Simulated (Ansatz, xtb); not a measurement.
Two isomers of C5H4N2O

We compare a, `N#Cc1c[nH]cc1O`, a singlet, with b, `N#Cc1[nH]ccc1O`, a singlet. Both are isolated molecules in the gas phase, relaxed with B3LYP/def2-SVP; the shapes shown needn't be the lowest conformers.

a (Å):

```yaml
atoms:
  - { symbol: C, position_ang: [-1.7621, 0.8770, 0.2771] }
  - { symbol: C, position_ang: [-0.3727, 0.5839, 0.2196] }
  - { symbol: C, position_ang: [0.5879, 1.2517, -0.5404] }
  - { symbol: C, position_ang: [1.6503, -0.3864, 0.5858] }
  - { symbol: C, position_ang: [0.3138, -0.4572, 0.9329] }
  - { symbol: N, position_ang: [-2.8977, 1.1202, 0.3212] }
  - { symbol: N, position_ang: [1.7863, 0.6610, -0.3103] }
  - { symbol: O, position_ang: [-0.3182, -1.3061, 1.7718] }
  - { symbol: H, position_ang: [0.4729, 2.0965, -1.2145] }
  - { symbol: H, position_ang: [2.6600, 0.9443, -0.7334] }
  - { symbol: H, position_ang: [2.4993, -0.9879, 0.9002] }
  - { symbol: H, position_ang: [0.3159, -1.9283, 2.1502] }
```

b (Å):

| atom | x (Å) | y (Å) | z (Å) |
| --- | --- | --- | --- |
| C | -0.6669 | 0.4695 | -1.6212 |
| C | -0.0506 | 0.4045 | -0.3518 |
| C | 0.4963 | 1.0596 | 1.7292 |
| C | 1.1356 | -0.1535 | 1.5093 |
| C | 0.7919 | -0.5693 | 0.1960 |
| N | -1.1821 | 0.5385 | -2.6629 |
| N | -0.2094 | 1.3887 | 0.6182 |
| O | 1.1676 | -1.6810 | -0.4673 |
| H | -0.7717 | 2.2203 | 0.4957 |
| H | 0.5037 | 1.7022 | 2.6067 |
| H | 1.7768 | -0.6800 | 2.2140 |
| H | 1.7468 | -2.2120 | 0.0936 |

Energies in hartree; the thermal terms are from GFN2-xTB frequencies at re-optimised GFN2-xTB minima (ideal gas, soft modes damped towards free rotors, one conformer each, 298.15 K, 1 atm) and include the zero-point energy:

|  | a | b |
| --- | --- | --- |
| E, CCSD(T)/def2-SVP | −376.330694 | −376.330373 |
| E, MP2/def2-SVP | −376.256588 | −376.256547 |
| E, MP2/def2-TZVPP | −376.943711 | −376.944123 |
| zero-point energy | 0.083021 | 0.083097 |
| H(298 K) − E | 0.090865 | 0.090922 |
| G(298 K) − E | 0.052030 | 0.052105 |

Question: Correct the CCSD(T) difference for the basis set by the MP2 change, then work out ΔE, ΔE₀, ΔH and ΔG for a → b in kJ/mol (1 Eh = 2625.50 kJ/mol) and the equilibrium ratio [b]/[a].

Answer: 1. Differences b − a: CCSD(T) +0.000321, MP2 in the small set +0.000041, MP2 in the large set −0.000412 Eh.
2. ΔE = +0.000321 + (−0.000412 − (+0.000041)) = −0.000132 Eh = −0.35 kJ/mol.
3. ΔE₀ = ΔE + ΔZPE = −0.000132 + (+0.000076) Eh = −0.15 kJ/mol.
4. ΔH = ΔE + (+0.000057) Eh = −0.20 kJ/mol.
5. ΔG = ΔE + (+0.000075) Eh = −0.15 kJ/mol, so ΔS = (ΔH − ΔG)/T = −0.2 J/(mol K).
6. kT = 0.9442 mEh, so K = [b]/[a] = exp(−ΔG/kT) = exp(+0.06) ≈ 1.1.

The two are too close for this level to say which is favoured. An error of 4 kJ/mol in ΔG would change K by a factor of 5. Mirror images and further conformers aren't counted.

As drawn, both hold the same kinds of bond in the same numbers.

Other levels gave ΔE = −5.6 (GFN2-xTB); −0.5 (HF/STO-3G, GFN2-xTB geometries); −5.8 (r2SCAN-D4/def2-SVP, GFN2-xTB geometries); −4.5 (B3LYP/def2-SVP); +2.0 (HF/def2-SVP); +0.1 (MP2/def2-SVP); +0.8 (CCSD(T)/def2-SVP) kJ/mol. The correlated steps freeze 8 core orbitals. Programs: Ansatz 0.2.0, xtb 6.7.1.
